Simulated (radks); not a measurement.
Values are calculated unless marked as measured or tabulated.
Tb I, configuration [Xe] 4f9 6s2 (the NIST ground configuration).

Code: a radial shooting solver on a logarithmic mesh with Libxc functionals. Model: Dirac Kohn-Sham, OLYP, spin-unpolarised, spherical densities, point nucleus; open shells are shared between the two j in proportion to 2j + 1.

Energy parts (hartree):
part                       energy
total                 -11723.1636
kinetic                12822.8935
electron-nucleus      -28860.8633
Hartree                 4576.5216
exchange-correlation    -261.7154

Orbitals (lengths in bohr, moments of r in powers of bohr; <r^-3> diverges for s and p1/2; r(90%) holds 90 % of the orbital's charge):
1s1/2: occ. 2; eigenvalue (hartree) -1903.667; r(90%) 0.0389; <r^4> 1.063e-06; small-component weight 5.88e-02
2s1/2: occ. 2; eigenvalue (hartree) -315.6002; r(90%) 0.142; <r^4> 0.0001674; small-component weight 1.30e-02
2p1/2: occ. 2; eigenvalue (hartree) -299.9161; r(90%) 0.125; <r^4> 0.0001033; small-component weight 1.31e-02
2p3/2: occ. 4; eigenvalue (hartree) -272.4845; r(90%) 0.134; <r^4> 0.0001369; <r^-3> 10440; small-component weight 1.21e-02
3s1/2: occ. 2; eigenvalue (hartree) -70.02152; r(90%) 0.351; <r^4> 0.006459; small-component weight 4.14e-03
3p1/2: occ. 2; eigenvalue (hartree) -63.20867; r(90%) 0.343; <r^4> 0.005852; small-component weight 4.09e-03
3p3/2: occ. 4; eigenvalue (hartree) -57.54116; r(90%) 0.362; <r^4> 0.007223; <r^-3> 2232; small-component weight 3.81e-03
3d3/2: occ. 4; eigenvalue (hartree) -45.82779; r(90%) 0.334; <r^4> 0.005180; <r^-3> 376.7; small-component weight 3.69e-03
3d5/2: occ. 6; eigenvalue (hartree) -44.58932; r(90%) 0.339; <r^4> 0.005529; <r^-3> 333.5; small-component weight 3.61e-03
4s1/2: occ. 2; eigenvalue (hartree) -13.86645; r(90%) 0.778; <r^4> 0.1594; small-component weight 1.32e-03
4p1/2: occ. 2; eigenvalue (hartree) -11.19687; r(90%) 0.804; <r^4> 0.1810; small-component weight 1.24e-03
4p3/2: occ. 4; eigenvalue (hartree) -9.93362; r(90%) 0.848; <r^4> 0.2238; <r^-3> 498.1; small-component weight 1.14e-03
4d3/2: occ. 4; eigenvalue (hartree) -5.54150; r(90%) 0.928; <r^4> 0.3198; <r^-3> 71.41; small-component weight 9.72e-04
4d5/2: occ. 6; eigenvalue (hartree) -5.31296; r(90%) 0.944; <r^4> 0.3429; <r^-3> 62.25; small-component weight 9.45e-04
5s1/2: occ. 2; eigenvalue (hartree) -1.74663; r(90%) 1.91; <r^4> 5.853; small-component weight 2.70e-04
5p1/2: occ. 2; eigenvalue (hartree) -1.02905; r(90%) 2.20; <r^4> 10.23; small-component weight 2.12e-04
5p3/2: occ. 4; eigenvalue (hartree) -0.86703; r(90%) 2.36; <r^4> 13.54; <r^-3> 62.66; small-component weight 1.86e-04
4f5/2: occ. 3.85714; eigenvalue (hartree) -0.13508; r(90%) 1.56; <r^4> 4.592; <r^-3> 8.513; small-component weight 5.41e-04
6s1/2: occ. 2; eigenvalue (hartree) -0.12441; r(90%) 6.36; <r^4> 715.8; small-component weight 2.45e-05
4f7/2: occ. 5.14286; eigenvalue (hartree) -0.10592; r(90%) 1.60; <r^4> 5.592; <r^-3> 8.145; small-component weight 5.27e-04
5d3/2: occ. 0; eigenvalue (hartree) -0.04319; r(90%) 6.07; <r^4> 718.2; <r^-3> 2.316; small-component weight 4.84e-05
6p1/2: occ. 0; eigenvalue (hartree) -0.04261; r(90%) 9.80; <r^4> 3780; small-component weight 1.05e-05
6p3/2: occ. 0; eigenvalue (hartree) -0.03665; r(90%) 10.5; <r^4> 5027; <r^-3> 2.269; small-component weight 8.87e-06
5d5/2: occ. 0; eigenvalue (hartree) -0.03629; r(90%) 6.61; <r^4> 984.1; <r^-3> 1.835; small-component weight 4.31e-05

The highest occupied level is 4f7/2 at -2.882 eV. Summed over all electrons, <r^2> = 80.94 bohr^2, which gives a Langevin (diamagnetic) susceptibility term of -64.1 x 10^-6 cm^3/mol.
